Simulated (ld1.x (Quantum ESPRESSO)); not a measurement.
LDA (PZ) PAW dataset for Tb (Z = 65), fully relativistic all-electron reference.

* Element: terbium (Tb)
* Generator: ld1.x (Quantum ESPRESSO) 7.5
* Type: PAW
* Functional: LDA (PZ)
* Relativity: fully relativistic
* Frozen core: [Kr] 4d10
* Valence charge: 19
* Reference configuration: 4f9 5s2 5p6 5d0 6s1 6p1
* Partial waves: 5s (bound): rcut 1.70, rcutus 2.10 bohr; 6s (bound): rcut 1.70, rcutus 2.10 bohr; 5p (bound): rcut 2.25, rcutus 3.00 bohr; 6p (bound): rcut 2.25, rcutus 3.00 bohr; 5d (bound, empty): rcut 3.15, rcutus 3.45 bohr; 5d channel at 0.55 Ry: rcut 3.15, rcutus 3.45 bohr; 4f (bound): rcut 0.75, rcutus 0.85 bohr; 4f channel at 3.2 Ry: rcut 0.75, rcutus 0.85 bohr
* Local potential: all-electron potential smoothed inside 3.00 bohr (lloc = -1)
* Core correction: Bessel-smoothed model core inside 0.55 bohr
* Augmentation charge: GAUSS, radius 0.75 bohr

Open shells are filled in proportion to 2j + 1 (rel_dist='average').

Poles of the logarithmic derivatives, all-electron (AE) and pseudo (PS). s: poles at -3.6, 0.7 (AE) and -3.6, 0.7, 5.0 (PS) Ry. p1/2: poles at -2.2, 1.4 (AE) and -2.2, 1.2, 4.6 (PS) Ry. p3/2: poles at -1.8, 1.6 (AE) and -1.8, 1.4, 4.5 (PS) Ry. d3/2: poles at 0.1, 3.1 (AE) and 0.1, 2.5 (PS) Ry. d5/2: poles at 0.1, 3.1 (AE) and 0.1, 2.6 (PS) Ry. f7/2: poles at -0.3, 2.1 (AE) and -0.3, 2.1 (PS) Ry. Test radius 3.74 bohr.

- Configuration tests: test run stopped at test 1 of 7 (negative rho)

The ghost test of this file was not conclusive.
